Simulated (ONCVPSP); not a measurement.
Configuration tests for S (Z = 16) (ONCV)

* Element: S
* Generator: ONCVPSP 4.0.1
* Type: optimised norm-conserving Vanderbilt (ONCV)
* Functional: PBE
* Relativity: scalar-relativistic
* Frozen core: [Ne]
* Valence charge: 6
* Reference configuration: 3s2 3p4
* Partial waves: 3s: rc 1.45 bohr, ncon 4, nbas 9, qcut 5.6 1/bohr, 1 projector; 3p: rc 1.25 bohr, ncon 5, nbas 9, qcut 7.7 1/bohr, 2 projectors, debl 0.9 Ha; d scattering state at 0.47 Ha: rc 1.30 bohr, ncon 5, nbas 8, qcut 6.8 1/bohr, 2 projectors, debl 3.6 Ha
* Local potential: polynomial inside 1.20 bohr (lpopt 5, dvloc0 6 Ha)
* Core correction: Teter function, fcfact 2.5, rcfact 1.1

Energies are relative to the spin-unpolarised reference configuration 3s2 3p4; without spin polarisation the order of configurations can differ from experiment.

| valence configuration | charge | ΔE all-electron (eV) | error AE − PS (meV) |
| --- | --- | --- | --- |
| 3s2 3p1 | +3 | 68.094 | +26 |
| 3s2 3p3.5 | +0.5 | 4.660 | -0.3 |

Problem. What are ΔE and the potential's error for 3s2 3p2?

Solution. ΔE = 34.052 eV all-electron; the error (AE − PS) is +2.8 meV.

Problem. What are ΔE and the potential's error for 3s2 3p3?

Solution. ΔE = 11.769 eV all-electron; the error (AE − PS) is -0.5 meV.

Note: ghosts flagged at negative energy: p at -61.6 eV; no localised positive-energy state flagged. A true bound ghost makes a file unfit for plane-wave use.
